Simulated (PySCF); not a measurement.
Two-component Hartree-Fock for Mo⁺ (molybdenum, charge +1)

Start: [Kr] 4d5; 4d5/2 filled at m_j = -3/2, -1/2, +1/2, +3/2, +5/2. Calculated with PySCF 2.14 in x2c-TZVPall-2c with one added diffuse shell each of s, p, d type (9s10p8d1f, 86 functions): generalised Hartree-Fock with the X2C-1e Hamiltonian and a Gaussian nucleus; one run each with spin-orbit coupling (SO) switched off, then screened by Boettger's factors. This is a chosen level, not necessarily the ground level.

| spinor shell | electrons | ε, spin-free (eV) | ε, screened SO (eV) | weight of nominal j (screened SO) | rms radius, screened SO (bohr) |
| --- | --- | --- | --- | --- | --- |
| 1s1/2 | 2 | -20113.9 | -20112.8 | 1.000 | 0.0404 |
| 2s1/2 | 2 | -2921.6 | -2921.3 | 1.000 | 0.166 |
| 2p1/2 | 2 | -2606.0 | -2679.6 | 1.000 | 0.145 |
| 2p3/2 | 4 | -2606.0 | -2571.5 | 1.000 | 0.149 |
| 3s1/2 | 2 | -534.91 | -534.84 | 1.000 | 0.456 |
| 3p1/2 | 2 | -428.66 | -441.27 | 1.000 | 0.455 |
| 3p3/2 | 4 | -428.66 | -422.72 | 1.000 | 0.465 |
| 3d3/2 | 4 | -255.81 | -257.96 | 0.970 | 0.451 |
| 3d5/2 | 6 | -255.81 | -254.30 | 0.980 | 0.455 |
| 4s1/2 | 2 | -85.703 | -85.689 | 1.000 | 1.19 |
| 4p1/2 | 2 | -54.655 | -59.471 | 0.651 | 1.34 |
| 4p3/2 | 4 | -54.655 | -52.297 | 0.826 | 1.34 |
| 4d5/2 | 5 | -16.369 | -16.366 | 0.581 | 2.01 |

```tsv
quantity	spin-free	screened SO
E (hartree)	-4045.72530	-4046.20096
M_J	5/2	5/2
⟨J²⟩	8.753	8.753
⟨L²⟩	0.000	0.014
⟨S²⟩	8.753	8.748
```

Each row is a mean over spinors that exchange with the open shell spreads, by up to 8.278 eV (4p3/2).

Rows whose weight is well below 1 are mixtures of j = l ± 1/2: exchange outweighs spin-orbit coupling there, and the label is only the starting occupation.

Breit and QED terms are absent; they matter most for the inner s and p1/2 levels.

Densities and radii are taken from the X2C orbitals without a picture-change correction, which distorts them close to the nucleus.

Without spin-orbit coupling the j labels of p, d and f shells carry no meaning; the spin-free column gives the mean over the occupied spinors of each nl shell.
